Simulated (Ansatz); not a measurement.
Basis sets compared for Si2Mo4⁺. Charge 1, multiplicity 2. Geometry PBE-D4/def2-SVP. Ansatz on 4 threads of Intel Xeon Platinum 8259CL on a shared host; times are rough, and most runs start from earlier orbitals.

```xyz
6

Mo   -1.515    0.021   -0.424
Mo    0.237   -0.696   -1.623
Mo    1.056   -0.176    1.153
Mo    1.183    1.174   -0.632
Si   -0.376   -1.981    0.443
Si   -0.585    1.658    1.082
```

In the def2 sets Mo takes a core potential; there is no spin–orbit coupling. The structure comes from a short search, and lower isomers may exist.

```csv
level,functions,energy (Eh),HOMO (eV),LUMO (eV),wall time
PBE-D4/def2-SVP,160,-851.2345,-8.18,-7.73,7 s
PBE0-D4/def2-SVP,160,-851.0291,-8.99,-6.80,14 s
```

Question: Estimate the rows for PBE-D4/def2-TZVP, PBE0-D4/def2-TZVP (with forces).

Answer: 
```csv
level,functions,energy (Eh),HOMO (eV),LUMO (eV),wall time
PBE-D4/def2-TZVP,234,-851.5310,-8.11,-7.65,9 s
PBE0-D4/def2-TZVP (with forces),234,-851.3239,-8.90,-6.70,45 s
```
